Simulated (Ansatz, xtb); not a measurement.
Relative energy of two structures of H2LiNOSi

We compare X, a singlet given by its coordinates, with Y, a singlet given by its coordinates. Both are isolated molecules in the gas phase, relaxed with PBE0-D3(BJ)/def2-SVP.

X (Å):

```xyz
6

Li   -1.2039   -0.7910    4.0679
N     0.2890    2.0288    1.3836
O    -1.0235    0.3148    2.8983
Si   -1.2875    1.3586    1.6776
H     0.4676    2.7255    0.6687
H     1.1260    1.7709    1.9009
```

Close contacts (Å): Li1–O3 1.62, N2–Si4 1.74, O3–Si4 1.63, N2–H5 1.01, N2–H6 1.02.

Y (Å):

```yaml
atoms:
  - { symbol: Li, position_ang: [-1.0738, 1.7263, 3.3295] }
  - { symbol: N, position_ang: [-0.2417, 1.7088, 1.5489] }
  - { symbol: O, position_ang: [-0.4907, 0.0841, 3.5875] }
  - { symbol: Si, position_ang: [0.2304, -0.0594, 2.1693] }
  - { symbol: H, position_ang: [0.5923, 2.2487, 1.3021] }
  - { symbol: H, position_ang: [-0.7707, 1.6638, 0.6736] }
```

Close contacts (Å): Li1–N2 1.97, Li1–O3 1.76, Li1–Si4 2.50, N2–Si4 1.93, O3–Si4 1.60, N2–H5 1.02, N2–H6 1.02.

Task: Estimate E(Y) − E(X) at the level CCSD(T)/def2-TZVPP.

Result: Calculated at CCSD(T)/def2-TZVPP: E(Y) − E(X) = −2.9 kcal/mol, so structure Y lies lower.

The same difference at several levels:

| level | geometry | E(Y) − E(X) (kcal/mol) | departure from the last row (kcal/mol) | job, with rough time for the two |
| --- | --- | --- | --- | --- |
| PBE0-D3(BJ)/def2-SVP | PBE0-D3(BJ)/def2-SVP | −3.8 | −0.8 | optimisation, 47 s |
| HF/def2-TZVPP | PBE0-D3(BJ)/def2-SVP | +1.5 | +4.5 | part of the CCSD(T) run |
| MP2/def2-TZVPP | PBE0-D3(BJ)/def2-SVP | −2.5 | +0.4 | part of the CCSD(T) run |
| CCSD(T)/def2-TZVPP | PBE0-D3(BJ)/def2-SVP | −2.9 |  | single point, 51 s |

HF/def2-TZVPP puts the two in the other order. The largest departure from CCSD(T)/def2-TZVPP is that of HF/def2-TZVPP, 4.5 kcal/mol. Levels run at GFN2-xTB geometries aren't shown.

With harmonic frequencies from PBE0-D3(BJ)/def2-SVP (ideal gas, rigid rotor, one conformer each, 298.15 K, 1 atm): on the last row, ΔE + ΔZPE = −2.8 kcal/mol. A mode under 50 cm⁻¹ makes harmonic enthalpies and free energies unreliable, so none is given.

The correlated steps freeze 7 core orbitals; the last core shell of Li is correlated, in a basis made for valence electrons. Run with Ansatz 0.2.0; the last row on 1 thread of Arm Neoverse V2 on a shared host.
